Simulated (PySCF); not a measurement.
# MP2, SCS-MP2 and SOS-MP2 from spin components

System: C2H6Cl2Si (SMILES C[Si](C)(Cl)Cl), singlet, at a GFN2-xTB geometry. Level: MP2/STO-3G in PySCF. Sums are taken with unrounded values, so a last digit can differ.

The PySCF input:
```python
from pyscf import gto, scf, mp

mol = gto.M(
    atom='''
C     1.394125   -1.534701   -0.233123
Si   -0.022803   -0.299233    0.052260
C    -1.598224   -1.143546    0.700870
Cl    0.580086    1.101449    1.397209
Cl   -0.447480    0.638645   -1.701110
H     1.116935   -2.290885   -0.961479
H     2.285294   -1.034511   -0.603397
H     1.663628   -2.044661    0.686909
H    -2.396331   -0.422537    0.857866
H    -1.963340   -1.888237   -0.000041
H    -1.416647   -1.642013    1.648346
''',
    basis='sto-3g',
    charge=0,
    spin=0,
    verbose=3,
)

mf = scf.RHF(mol)
mf.kernel()

pt = mp.MP2(mf)
pt.kernel()
print('E(MP2) = %.10f' % pt.e_tot)
```

It gave an SCF energy of -1273.227116 Eh, a same-spin correlation energy of -0.017332 Eh and an opposite-spin one of -0.134528 Eh.

Problem. Work out the MP2, SCS-MP2 (6/5 and 1/3) and SOS-MP2 (1.3 and 0) correlation and total energies.

Solution. MP2: -0.134528 + (-0.017332) = -0.151860 Eh, total -1273.378976 Eh, as the program printed. SCS-MP2: 1.2 × (-0.134528) + (-0.017332)/3 = -0.167211 Eh, total -1273.394327 Eh. SOS-MP2: 1.3 × (-0.134528) = -0.174886 Eh, total -1273.402002 Eh. Opposite spins carry 89 % of the MP2 correlation; same-spin pairs are already kept apart by exchange.
